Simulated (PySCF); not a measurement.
[MoBr6]2-: what the settings change

[MoBr6]2-: Mo(IV) (d2), charge -2. The structure is a PBE0-D3(BJ)/def2-SVP, IEF-PCM water geometry optimised for multiplicity 3; coordination octahedral, point group Oh, metal–donor distances 2.55 Å.

The d shell alone is too small an active space for [MoBr6]2- (an active orbital has only 0.59 squared overlap with the free ion's shell): its levels, fitted parameters, g values and moments show what this model gives and aren't sound predictions.

```
7

Mo    0.000    0.000    0.000
Br    2.554    0.000    0.000
Br   -2.554    0.000    0.000
Br    0.000    2.554    0.000
Br    0.000   -2.554    0.000
Br    0.000    0.000    2.554
Br    0.000    0.000   -2.554
```

Method (PySCF 2.14, density fitting): CASSCF(2,5) with orbitals averaged over all microstates of the shell, strongly contracted NEVPT2 on the averaged canonical orbitals; basis x2c-TZVPall on the metal, x2c-SVPall elsewhere; spin-free X2C; IEF-PCM water; spin-orbit coupling by state interaction with the mean-field operator over all roots.

Base run: NEVPT2 ground state 3T1g, next 1T2g at 7822, then 1Eg at 8002 cm⁻¹, 10Dq(CASSCF) 21634, B(CASSCF) 571, ζ 517 cm⁻¹, μeff(300 K) 1.81 μB.

**Question.** What happens with the basis x2c-TZVPall on all atoms?

**Answer.** NEVPT2 ground state 3T1g, next 1T2g at 7757, then 1Eg at 7920 cm⁻¹, 10Dq(CASSCF) 21592, B(CASSCF) 569, ζ 521 cm⁻¹, μeff(300 K) 1.81 μB. It took 400 s against 160 s on a shared host of the same kind.

**Question.** What happens with orbitals averaged over the highest spin alone?

**Answer.** NEVPT2 ground state 3T1g, next 1T2g at 7870, then 1Eg at 8047 cm⁻¹, 10Dq(CASSCF) 21690, B(CASSCF) 577, ζ 526 cm⁻¹, μeff(300 K) 1.80 μB.

Charge-transfer states lie outside this active space and may come lower than some of these levels. The ground state is orbitally degenerate in this regular structure, which would distort (Jahn–Teller), so its moment is that of the undistorted model. NEVPT2 lifts 3T2g from 20859 to 24198 cm⁻¹; on the d shell alone it tends to overshoot states that fill the eg-type orbitals. NEVPT2 on the d shell alone tends to put d–d bands too high for such charged or covalently bound ions. The geometry optimisation stopped short of its thresholds.
